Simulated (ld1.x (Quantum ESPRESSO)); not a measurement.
Transferability test, RRKJ potential for Lu (Z = 71)

ld1.x (Quantum ESPRESSO) 7.5 input, shortened:

```
&input
   title='Lu', zed=71., rel=1, dft='PBESOL', iswitch=3,
   config='[Xe] 4f13 5d2 6s2 6p0'
 /
 &inputp
   pseudotype=2, tm=.false., lloc=0,
   nlcc=.true., new_core_ps=.true.
 /
4
6P  2  1   0.00   0.00  4.20  4.20  0.0
5D  3  2   2.00   0.00  1.75  1.75  0.0
4F  4  3  13.00   0.00  0.85  0.85  0.0
6S  1  0   2.00   0.00  2.35  2.35  0.0
 &test
   configts(1)='4f13 5d2 6s2 6p0'
 /
```

Energies are relative to the spin-unpolarised reference configuration 4f13 5d2 6s2 6p0; without spin polarisation the order of configurations can differ from experiment. Not all tests gave a result: 2 of 7 tests not solved or not reliable. Left out of the table: 4f14 5d1 6s2 6p0 (solver errors, printed error -3707 eV); 4f14 5d1 6s1 6p1 (solver errors, printed error -3770 eV).

```csv
valence configuration,charge,ΔE all-electron (eV),error AE − PS (meV)
4f14 5d1 6s1 6p0,+1,-3.540,-2228
4f14 5d1 6s0 6p0,+2,9.681,-2352
4f14 5d1 6s1.5 6p0,+0.5,-7.929,-2167
4f14 5d1 6s0 6p1,+1,0.726,-2181
```

(1) What are ΔE and the potential's error for 4f14 5d0 6s0 6p0?

Levels in the configuration 4f14 5d1 6s0 6p1:

| level | all-electron (eV) | pseudo (eV) |
| --- | --- | --- |
| 4f | -17.848 | -13.538 |
| 5d | -9.000 | -8.725 |
| 6p | -6.738 | -6.862 |

Answers

(1) ΔE = 29.584 eV all-electron; the error (AE − PS) is -2088 meV.

These tests converged, but a pseudo level misses the all-electron one widely, so the file describes the atom poorly there or has found another state: 4f14 5d1 6s1 6p0: 4f by 4.3 eV; 4f14 5d1 6s0 6p0: 4f by 4.5 eV; 4f14 5d1 6s1.5 6p0: 4f by 4.2 eV; 4f14 5d1 6s0 6p1: 4f by 4.3 eV; 4f14 5d0 6s0 6p0: 4f by 4.0 eV.
